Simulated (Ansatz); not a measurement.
Born–Oppenheimer molecular dynamics of GaH₅OS (8 atoms, charge 0, multiplicity 1). It starts at the highest image of a converged band, a first-order saddle point between two minima.

All numbers below come from RHF/def2-SVP (Ansatz).

```
ensemble                      : NVE (velocity Verlet)
time step                     : 0.5 fs
steps asked                   : 200
starting velocities drawn for : 100 K
seed                          : 7171
```

First frame:

```xyz
8
Properties=species:S:1:pos:R:3
Ga 0.048 0.237 0.076
O -0.253 -0.123 1.939
H -0.959 -0.659 2.271
H 1.535 -0.006 -0.337
H -1.252 0.033 -0.773
S -0.102 2.516 1.224
H 1.199 2.681 1.482
H -0.284 1.216 2.032
```

Q: How far do the bonds stretch over the last three quarters of this one trajectory? (Pairs bonded in most of those frames.)

A: 
| bond | mean (Å) | spread (Å) | shortest | longest |
| --- | --- | --- | --- | --- |
| Ga1–H4 | 1.568 | 0.013 | 1.54 | 1.59 |
| Ga1–H5 | 1.572 | 0.015 | 1.54 | 1.60 |
| Ga1–S6 | 2.266 | 0.128 | 2.09 | 2.51 |
| O2–H3 | 0.951 | 0.031 | 0.89 | 1.02 |
| O2–H8 | 0.969 | 0.070 | 0.86 | 1.08 |
| S6–H7 | 1.336 | 0.016 | 1.31 | 1.36 |

Mean temperature of the second half: 908 K. The conserved energy stayed within 1.1 meV per atom of its start (net change 0.066 meV per atom), so the integration is sound. The kinetic energy rose, since the run started high on the potential surface and went downhill. It ends in pieces (GaH3S + H2O), so much of that is their flight and rotation, not heat. A run of 0.1 ps of so small a system gives no equilibrium averages. The orbitals stay closed-shell, which can raise the energy where a bond breaks towards radicals; this wasn't checked here.

Run time: 5.4 min on 1 thread of Arm Neoverse V1 (shared host), peak memory 0.17 GiB.
